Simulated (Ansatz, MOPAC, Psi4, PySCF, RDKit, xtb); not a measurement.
Pair of molecules: C2H4 (SMILES C=C) (first 6 atoms) with H4OSi (SMILES O[SiH3]); geometry from B3LYP-D3(BJ)/def2-TZVP, rigid monomers moved along the line of their centres of mass till H4···O7 is 3.68 Å.
(charge 0, multiplicity 1):
```xyz
12

C     -0.35516    -0.46886    -0.01820
C      0.46626     0.57046     0.00286
H     -1.16453    -0.53941    -0.73512
H     -0.24692    -1.28368     0.68632
H      1.27205     0.63552     0.72348
H      0.36671     1.39421    -0.69385
O      0.68888    -1.02802     4.23245
Si    -0.32458     0.16500     4.77394
H      1.56069    -1.09635     4.62832
H     -0.42553     0.13391     6.25528
H     -1.64180    -0.10880     4.17191
H      0.14883     1.51168     4.37429
```

| level | interaction energy (kcal/mol) | cost |
|---|---|---|
| MMFF94 | -0.60 | - |
| UFF | -0.71 | - |
| GFN-FF | -0.61 | - |
| AM1 | -0.01 | - |
| PM3 | 0.08 | - |
| PM6 | 0.07 | - |
| PM7 | -0.60 | - |
| GFN1-xTB | -0.58 | - |
| GFN2-xTB | -0.68 | - |
| HF/STO-3G (no counterpoise) | -0.11 | - |
| HF/3-21G (no counterpoise) | -0.62 | - |
| HF/6-31G* | -0.18 | - |
| HF/6-31G* (no counterpoise) | -0.56 | - |
| HF/aug-cc-pV(D+d)Z | -0.20 | - |
| PBE/def2-TZVPPD | -0.40 | ×1 |
| PBE-D3(BJ)/def2-TZVPPD | -0.91 | ×1 |
| PBE-D4/def2-TZVPPD | -0.94 | ×1 |
| BP86/6-31G* (no counterpoise) | -0.20 | - |
| r2SCAN/def2-TZVPPD | -0.43 | ×2 |
| r2SCAN-D3(BJ)/def2-TZVPPD | -0.76 | ×2 |
| r2SCAN-D4/def2-TZVPPD | -0.74 | ×2 |
| B3LYP/3-21G (no counterpoise) | -0.50 | - |
| B3LYP/6-31G* | -0.06 | - |
| B3LYP/6-31G* (no counterpoise) | -0.48 | - |
| B3LYP/def2-TZVPPD | -0.03 | ×1 |
| B3LYP-D3(BJ)/def2-TZVPPD | -0.73 | ×1 |
| B3LYP-D4/def2-TZVPPD | -0.75 | ×1 |
| PBE0/def2-TZVPPD | -0.36 | ×1 |
| PBE0-D3(BJ)/def2-TZVPPD | -0.89 | ×1 |
| PBE0-D4/def2-TZVPPD | -0.90 | ×1 |
| M06-2X/6-31G* (no counterpoise) | -0.89 | - |
| wB97X-V/def2-TZVPPD | -0.74 | ×3 |
| wB97M-V/def2-TZVPPD | -0.71 | ×4 |
| MP2/6-31G* | -0.37 | - |
| MP2/6-31G* (no counterpoise) | -0.85 | - |
| MP2/aug-cc-pV(D+d)Z | -0.67 | - |
| SCS-MP2/aug-cc-pV(D+d)Z | -0.55 | - |
| CCSD/aug-cc-pV(D+d)Z | -0.60 | - |
| CCSD(T)/aug-cc-pV(D+d)Z | -0.67 | ×20 |
| SAPT0/jun-cc-pV(D+d)Z | -0.59 | - |

The rows run from -0.94 (PBE-D4/def2-TZVPPD) to 0.08 kcal/mol (PM3). In aug-cc-pV(D+d)Z the value moves HF -0.20, MP2 -0.67, CCSD -0.60, CCSD(T) -0.67, a shift of -0.47 from HF to CCSD(T). The dispersion term adds -0.51 in PBE-D3(BJ), -0.54 in PBE-D4, -0.34 in r2SCAN-D3(BJ). The 6 functionals in def2-TZVPPD without D3 or D4 span 0.72, from wB97X-V to B3LYP.

Counterpoise-corrected where a basis set is named; no monomer relaxation. Rows marked so take none. RDKit's UFF carries no charges.

Correlated levels freeze the cores. Rows in 3-21G, 6-31G*, STO-3G carry no dispersion term and start afresh at each structure (6-31G* with six Cartesian d functions). MP2/6-31G* freezes PySCF's default core. The state reached by AM1, PM3, PM6, PM7 isn't checked; PM7 holds dispersion and hydrogen-bond terms.

The values were computed with Ansatz (an electronic-structure program) with Gaussian orbitals; MOPAC for AM1, PM3, PM6, PM7 (differences of heats of formation); Psi4 for SAPT; PySCF for 3-21G rows, 6-31G* rows, STO-3G rows, the dispersion terms; RDKit for the force fields; xtb for the GFN methods. 

Costs are rough ratios of core time to PBE/def2-TZVPPD (about 8 s over the structures, on one shared machine); a dash marks a level with no comparable run of its own.
